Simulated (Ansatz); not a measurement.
The cluster Ag2Sn⁺, relaxed as a doublet with UKS B3LYP-D4/def2-TZVP in Ansatz, starting from the B3LYP-D4/def2-TZVP geometry of the neutral singlet. Force threshold 0.02 eV/Å.

In the def2 sets Ag, Sn take a core potential; there is no spin–orbit coupling. The relaxation made no stability test and no search for a lower SCF solution. No other spin state of charge 1 was run. The structure comes from a short search, and lower isomers may exist.

Start:

```xyz
3

Ag    0.262   -0.280    1.700
Ag   -1.406   -0.214   -1.007
Sn    1.144    0.494   -0.693
```

```
step  energy (eV)  largest force component (eV/Å)  SCF passes
   1  -13830.5936                           0.684          19
   2  -13830.8223                           0.230          27
   3  -13830.8417                           0.118          22
   4  -13830.8458                           0.077          21
   5  -13830.8470                           0.011          22
```

Force components are those of the run's own axes.

End:

```xyz
3

Ag    0.065   -0.311    1.567
Ag   -1.376   -0.254   -0.773
Sn    1.311    0.565   -0.794
```

By distances, no bond broke or formed. The bond that changes most is Ag1–Ag2, from 3.18 to 2.75 Å (atoms count from 1).

No frequencies were taken in this run, so the end may be a saddle point.

Hardware: 4 threads of Arm Neoverse V2 on a shared host. Wall time 12 s.
